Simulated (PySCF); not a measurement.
C3F7O3S (charge -1).
Atom-mapped SMILES: `[O:1]=[S:2](=[O:3])([O-:4])[C:5]([F:6])([F:7])[C:8]([F:9])([F:10])[C:11]([F:12])([F:13])[F:14]`

Torsions of this conformer, `[O:1]=[S:2](=[O:3])([O-:4])[C:5]([F:6])([F:7])[C:8]([F:9])([F:10])[C:11]([F:12])([F:13])[F:14]`: O1–S2–C5–F6 50°, S2–C5–C8–F9 -71°, C5–C8–C11–F12 50°.

The closed-shell ground state was solved at several levels (PySCF, density fitting, gas phase, non-relativistic). Isolated species at its PBE0-D3(BJ)/def2-SVP geometry (one conformer only). The geometry's basis has no diffuse functions, a weakness for an anion. No diffuse functions stand in pcSseg-1 and pcSseg-2, which bears on an anion's orbital energies.

| level | basis functions | total energy (Eh) | HOMO (eV) | LUMO (eV) | gap (eV) |
| --- | --- | --- | --- | --- | --- |
| PBE0/pcSseg-2 | 511 | -1436.4721 | -3.40 | 4.58 | 7.98 |
| PBE0/pcSseg-1 | 245 | -1435.8594 | -3.07 | 4.97 | 8.04 |

(1) Estimate the row for PBE0/def2-SVPD, a basis of 317 functions; the other rows only guide the guess.

(2) Over all these levels, which gives the widest orbital gap and which the narrowest?

(3) How much does the basis alone move the frontier levels among the 3 PBE0 rows (the withheld one included)?

Answers

(1) Total energy -1435.1240 Eh, HOMO -3.46 eV, LUMO 3.71 eV, gap 7.17 eV.

(2) PBE0/pcSseg-1 has the widest, 8.04 eV, and PBE0/def2-SVPD the narrowest, 7.17 eV. From the narrowest to the widest the HOMO moves by +0.39 eV and the LUMO by +1.26 eV.

(3) The HOMO by 0.39 eV and the LUMO by 1.26 eV. By rising basis size (HOMO, LUMO in eV): pcSseg-1 -3.07, 4.97; def2-SVPD -3.46, 3.71; pcSseg-2 -3.40, 4.58.
